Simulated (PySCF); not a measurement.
Vertical excitations of a molecule C3H8O2Si from TDA-B3LYP/def2-SVPD run with PySCF, as energy in eV (oscillator strength): 4.53 (0.003), 6.09 (0.006), 6.70 (0.023), 6.86 (0.098), 6.99 (0.010), 7.41 (0.015), 7.51 (0.018), 7.72 (0.021), 7.83 (0.008), 7.89 (0.007). Lowest triplet (TDA): 4.00 eV. Coordinates come from a PBE0-D3(BJ)/def2-SVP optimisation. One conformer was computed; it need not be the lowest.

Question: Which structure fits?
A. C[C@@H]1O[SiH2][C@H]1O
B. O[C@@H]1[C@H](O)[C@@H]1[SiH3]
C. CC(=O)C[SiH2]O
D. CC(=O)[Si@H](C)O

Answer: C, CC(=O)C[SiH2]O
